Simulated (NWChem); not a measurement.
# C3H2ClN; SMILES Cl/C=C\C#N

```xyz
7

N      0.9254     2.3510     0.0000
C      0.0439     1.5743     0.0000
C     -1.0548     0.6691     0.0000
C     -0.9442    -0.6819     0.0000
Cl     0.5485    -1.5295     0.0000
H     -2.0677     1.1043     0.0000
H     -1.8342    -1.3292     0.0000
```
Atoms are numbered in this order, from 1.

Results from NWChem. Structure relaxed at the PBE-D3(BJ)/def2-SVP level. Atomic charges in e: unrestrained fits to the electrostatic potential beside Mulliken populations; buried atoms are poorly determined by the fit.

Problem. Predict the results for B3LYP/def2-SVP. Quantities: ESP N1; Mulliken N1; ESP C2; Mulliken C2; ESP C3; Mulliken C3; ESP C4; Mulliken C4; ESP Cl5; Mulliken Cl5; relative RMS misfit of the potential (%).

Solution. 
```json
{
 "ESP N1": "-0.44",
 "Mulliken N1": "0.04",
 "ESP C2": "0.43",
 "Mulliken C2": "-0.08",
 "ESP C3": "-0.27",
 "Mulliken C3": "-0.10",
 "ESP C4": "0.02",
 "Mulliken C4": "0.03",
 "ESP Cl5": "-0.04",
 "Mulliken Cl5": "-0.04",
 "relative RMS misfit of the potential (%)": "21"
}
```
